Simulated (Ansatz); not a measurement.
A thermochemical cycle in electronic energies (no zero-point or thermal terms), species as SMILES, kcal/mol. Geometries: B3LYP-D3(BJ)/def2-TZVP minima from Ansatz (a program for electronic structure). Valence correlation only, unless marked. UHF or UKS for open shells. No spin-orbit coupling. No relativistic terms. CBS marks a two-point X^-3 extrapolation of the correlation energy; Hartree-Fock from the larger set. The bracket is a focal-point correction in the basis named. Anions need diffuse functions, of which def2-TZVPD holds fewer than the aug- sets.

| step | RI-MP2/CBS(aug-cc-pV(T+d)Z,aug-cc-pV(Q+d)Z)+[CCSD(T)-MP2]/aug-cc-pV(T+d)Z (Ansatz) | B3LYP-D3(BJ)/def2-TZVPD (Ansatz + dftd3) |
|---|---|---|
| electron affinity EA, positive where the anion is bound: C[S] + e- → C[S-] | 43.9 | 42.1 |
| deprotonation energy A: CS (CH4S) -> C[S-] + H+ | 362.6 | 363.0 |
| ionisation of the H atom at the same level, IE | 313.7 | 315.1 |

Find the bond energy D: CS (CH4S) [methanethiol] → C[S] + H atom.

Breaking the bond, ionising the H atom and attaching the electron to the radical add up to the deprotonation, A = D + IE - EA. At RI-MP2/CBS(aug-cc-pV(T+d)Z,aug-cc-pV(Q+d)Z)+[CCSD(T)-MP2]/aug-cc-pV(T+d)Z: D = A - IE + EA = 362.6 - 313.7 + 43.9 = 92.8. At B3LYP-D3(BJ)/def2-TZVPD: D = A - IE + EA = 363.0 - 315.1 + 42.1 = 90.0. The functional differs from the first level by -2.8 in D, -1.8 in EA and +0.4 in A; for EA and A the gap mixes functional and basis. The site is the one shown; other sites or isomers of the anion may lie lower.
